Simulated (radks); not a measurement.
Spherical quantum dot in the effective-mass picture: electrons in a hard-walled sphere of radius 8.45, with a point charge +1 (a donor) at the centre, all in effective atomic units (hartree* = m*/eps^2 hartree, bohr* = eps/m* bohr), one dielectric constant everywhere. Calculated with a radial shooting solver with Libxc functionals: non-relativistic Kohn-Sham, LDA (Slater exchange, Perdew-Wang correlation), spin-polarised, spherical densities. Levels are named by radial order and angular momentum (1s, 1p, 1d, 2s, ...), and open shells are averaged over m.

N = 11, configuration 1s2 1p6 1d(up 2, down 0) 2s(up 1, down 0). This is the lowest configuration that the search found. Occupied and some empty levels:

level,occupation,eigenvalue (hartree*),<r> (bohr*)
1s up,1,1.4529,4.146
1s down,1,1.4834,5.419
1p up,3,1.5091,5.937
1p down,3,1.5244,5.936
2s up,1,1.5275,3.490
1d up,2,1.5717,6.121
1d down,0,1.5870,6.117
2s down,0,1.6219,2.651
1f up,0,1.6575,6.269
1f down,0,1.6730,6.267
1g up,0,1.7649,6.395
1g down,0,1.7805,6.395
2p up,0,1.8397,4.172
2p down,0,1.8609,4.289

Energy (hartree*): total 7.49172, kinetic 2.3724, external -2.7435, Hartree 9.8036, exchange-correlation -1.9408.

Electron density:

r (bohr*),n(r) (e/bohr*^3)
0.232,0.1887
0.653,0.08155
1.07,0.03621
1.50,0.01679
1.92,0.008346
2.34,0.004716
2.76,0.003299
3.18,0.002984
3.60,0.003290
4.02,0.003994
4.44,0.004957
4.86,0.006029
5.28,0.007003
5.71,0.007608
6.13,0.007557
6.55,0.006668
6.97,0.005005
7.39,0.002960
7.81,0.001150
8.23,0.0001341
